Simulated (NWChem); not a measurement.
System: SiH₂S₂Cl₂; SMILES S[Si](S)(Cl)Cl

```xyz
7

S      1.5057     0.9865     1.1566
Si     0.0000     0.0000    -0.0011
S     -1.5057    -0.9865     1.1566
Cl     1.0685    -1.3004    -1.1994
Cl    -1.0685     1.3004    -1.1994
H      0.6361     1.7157     1.8913
H     -0.6361    -1.7157     1.8913
```
Atoms are numbered in this order, from 1.

Results from NWChem. All runs use the structure optimised with B3LYP/6-31G* (spherical d).

For level Hartree-Fock/def2-SVP:

```yaml
highest occupied level (eV): -10.73
orbital gap (eV): 14.40
dipole (D): 1.99
```

Problem. Estimate the same quantities for level PBE/def2-SVP.

Solution. 
| Property | Value |
|---|---|
| highest occupied level (eV) | -6.50 |
| orbital gap (eV) | 5.20 |
| dipole (D) | 1.77 |
